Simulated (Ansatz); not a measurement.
`CC[Si](F)(F)F` + HBr → `F[Si](F)(F)Br` + ethane at 500 K and 1 bar (ligand exchange at the Si–C bond).

Gas-phase electronic energies from Ansatz, PBE0-D4/def2-TZVP geometries. CCSD(T)/CBS adds triple-zeta CCSD(T) − MP2 to the extrapolated MP2 energy (def2 sets, frozen cores). This one scheme is used for every species. For Br outer-core shells are correlated without core-valence functions, which leaves a few kJ/mol of doubt a bond. Scalar relativity is left out up to krypton. One conformer a species, not always the lowest.

```csv
species,CCSD(T)/CBS energy (Eh),H − E (kJ/mol),S (J/(mol·K))
`CC[Si](F)(F)F`,-667.80639,246.6,424.7
HBr,-2573.91920,30.5,213.7
`F[Si](F)(F)Br`,-3162.03492,62.9,364.4
`CC`,-79.71954,220.5,259.9
```

H − E and S are ideal-gas, rigid-rotor, harmonic terms from PBE0-D4/def2-TZVP, for one conformer and one mirror image of each species. 1 Eh = 2625.50 kJ/mol, R = 8.31446 J/(mol·K).

Task: By hand: ΔE, ΔH, ΔS and ΔG.

Result: ΔE = (-3162.03492) + (-79.71954) − (-667.80639) − (-2573.91920) = -0.02887 Eh = -75.8 kJ/mol. Δ(H − E) = 62.9 + 220.5 − 246.6 − 30.5 = 6.3, so ΔH = -69.5 kJ/mol. ΔS = 364.4 + 259.9 − 424.7 − 213.7 = -14.1 J/(mol·K). ΔG = -69.5 − 500 × (-14.1)/1000 = -62.5 kJ/mol.

Task: By hand: the equilibrium constant, and the temperature at which ΔG would vanish if ΔH and ΔS stayed fixed.

Result: log₁₀ K = −ΔG/(RT ln 10) = 6.5. ΔG = 0 at ΔH/ΔS = 4929 K, far beyond where these terms or the molecules hold.

The number of gas molecules stays the same, so ΔS is small and ΔH decides. A doubt of 5 kJ/mol in ΔE shifts log₁₀ K by 0.5 here. Other conformers and mirror images would add mixing entropy, several J/(mol·K) or more a flexible species. These are equilibria of isolated gas molecules and say nothing of rates. Largest T1 diagnostic: 0.011 (customary marks: 0.02 for closed shells, 0.045 for open ones).
